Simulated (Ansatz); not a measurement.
Born–Oppenheimer molecular dynamics of CH7AlO2 (11 atoms, charge 0, multiplicity 1). It starts from a rough guess of a transition structure, not a stationary point.

The calculation used UKS CAM-B3LYP/6-31G (Ansatz).

| Item | Value |
| --- | --- |
| ensemble | NVE (velocity Verlet) |
| time step | 0.5 fs |
| steps asked | 150 |
| starting velocities drawn for | 1000 K |
| seed | 409354 |

First frame:

```xyz
11
Properties=species:S:1:pos:R:3
Al -0.969 -0.853 1.256
O 0.050 -0.131 -0.528
C 0.288 0.389 -1.800
H -0.566 -2.289 1.596
H -2.394 -0.316 1.438
H 0.535 0.409 0.523
O 0.563 0.602 1.786
H -0.501 0.071 -2.484
H 0.306 1.481 -1.771
H 1.250 0.024 -2.176
H 1.439 0.613 2.159
```

Question: How far do the bonds stretch over the last three quarters of this one trajectory? (Pairs bonded in most of those frames.)

Answer: 
| bond | mean (Å) | spread (Å) | shortest | longest |
| --- | --- | --- | --- | --- |
| Al1–O2 | 2.027 | 0.136 | 1.87 | 2.21 |
| Al1–H4 | 1.620 | 0.076 | 1.50 | 1.75 |
| Al1–H5 | 1.649 | 0.124 | 1.43 | 1.84 |
| Al1–O7 | 1.804 | 0.090 | 1.65 | 1.94 |
| O2–C3 | 1.472 | 0.086 | 1.33 | 1.61 |
| O2–H6 | 1.040 | 0.090 | 0.91 | 1.25 |
| C3–H8 | 1.089 | 0.018 | 1.06 | 1.12 |
| C3–H9 | 1.101 | 0.065 | 1.01 | 1.20 |
| C3–H10 | 1.096 | 0.033 | 1.03 | 1.16 |
| O7–H11 | 0.971 | 0.030 | 0.93 | 1.02 |

Pairs bonded in part of these frames only: O2–H6 90 %.

Mean temperature of the second half: 1139 K. The conserved energy stayed within 0.6 meV per atom of its start (net change 0.41 meV per atom), so the integration is sound. A run of 0.075 ps of so small a system gives no equilibrium averages. The orbitals were unrestricted but ended closed-shell. Limits of this set-up: no polarisation functions.

The run took 12 min on 1 thread of Arm Neoverse V1 (shared host), peak memory 0.18 GiB.
